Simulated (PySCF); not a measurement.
## Cost of excited-state runs on `InChI=1S/C3H10N2OSi/c1-5(2)7-4-3-6/h3H,7H2,1-2H3,(H,4,6)`

Molfile (atoms numbered from 1):
```
C3H10N2OSi
     RDKit          3D

 17 16  0  0  0  0  0  0  0  0999 V2000
   -1.1384   -1.4389   -0.1041 C   0  0  0  0  0  0  0  0  0  0  0  0
   -0.9270   -0.0096   -0.1308 N   0  0  0  0  0  0  0  0  0  0  0  0
   -2.1725    0.7079   -0.0311 C   0  0  0  0  0  0  0  0  0  0  0  0
    0.5163    0.7197    0.4589 Si  0  0  0  0  0  4  0  0  0  0  0  0
    1.7808   -0.1536   -0.3940 N   0  0  0  0  0  0  0  0  0  0  0  0
    3.0306    0.2634   -0.1644 C   0  0  0  0  0  0  0  0  0  0  0  0
    3.2866    1.1570    0.6045 O   0  0  0  0  0  0  0  0  0  0  0  0
   -1.6767   -1.7487    0.7996 H   0  0  0  0  0  0  0  0  0  0  0  0
   -0.1861   -1.9615   -0.1284 H   0  0  0  0  0  0  0  0  0  0  0  0
   -1.7323   -1.7415   -0.9720 H   0  0  0  0  0  0  0  0  0  0  0  0
   -2.6769    0.5141    0.9227 H   0  0  0  0  0  0  0  0  0  0  0  0
   -2.8412    0.4002   -0.8386 H   0  0  0  0  0  0  0  0  0  0  0  0
   -1.9889    1.7744   -0.1118 H   0  0  0  0  0  0  0  0  0  0  0  0
    0.7878    0.5700    1.8911 H   0  0  0  0  0  0  0  0  0  0  0  0
    0.4914    2.1030    0.0026 H   0  0  0  0  0  0  0  0  0  0  0  0
    1.6252   -0.8680   -1.0853 H   0  0  0  0  0  0  0  0  0  0  0  0
    3.8143   -0.2758   -0.7290 H   0  0  0  0  0  0  0  0  0  0  0  0
  1  2  1  0
  2  3  1  0
  2  4  1  0
  4  5  1  0
  5  6  1  0
  6  7  2  0
  1  8  1  0
  1  9  1  0
  1 10  1  0
  3 11  1  0
  3 12  1  0
  3 13  1  0
  4 14  1  0
  4 15  1  0
  5 16  1  0
  6 17  1  0
M  END
```

PySCF with density fitting, on 1 thread of an Arm Neoverse N1, shared host. Command: `OMP_NUM_THREADS=1 python excited_run.py task.json out`

(1) How long does each of these runs take, and how much memory?
- magnetisability and related constants, CAM-B3LYP/pcSseg-1; isotopologues
- magnetisability and related constants, HF/def2-SVP; grid level 3; IEF-PCM dimethylsulfoxide

## Answers

(1) 
| run | level | basis functions | wall time | peak memory (GiB) |
| --- | --- | --- | --- | --- |
| magnetisability and related constants | CAM-B3LYP/pcSseg-1 | 176 | 65 s | 0.94 |
| magnetisability and related constants | HF/def2-SVP | 152 | 18 s | 0.81 |

Times from a shared host are rough.
